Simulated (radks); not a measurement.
Results of a calculation; reference values are marked as such.
Question: The mean radii <r> (bohr) of the occupied orbitals of an atom or ion are listed with their occupations. Level of theory: scalar-relativistic Kohn-Sham, OLYP, spin-polarised, spherical densities, point nucleus (a radial shooting solver on a logarithmic mesh with Libxc functionals).

orbital  occ.      <r>
1s up       1  0.04701
1s down     1  0.04701
2s up       1   0.2100
2s down     1   0.2100
2p up       3   0.1837
2p down     3   0.1837
3s up       1   0.6238
3s down     1   0.6238
3p up       3   0.6463
3p down     3   0.6462
3d up       5   0.7324
3d down     5   0.7290
4s up       1    2.033
4s down     1    2.040
4p up       1    2.542

Name the element and its charge. Open shells, if any, are filled with parallel spins first.

Answer: Z = 32, germanium, charge +1: Ge+ in [Ar] 3d10 4s2 4p1. The 1s radius gives Z: for a bare nucleus <r> = (2 gamma + 1)/(2Z) with gamma = sqrt(1 - (Z/c)^2), 0.04601 bohr for Z = 32, and screening makes it slightly larger (0.04701 here). The occupations add up to 31, and the charge is Z minus that.
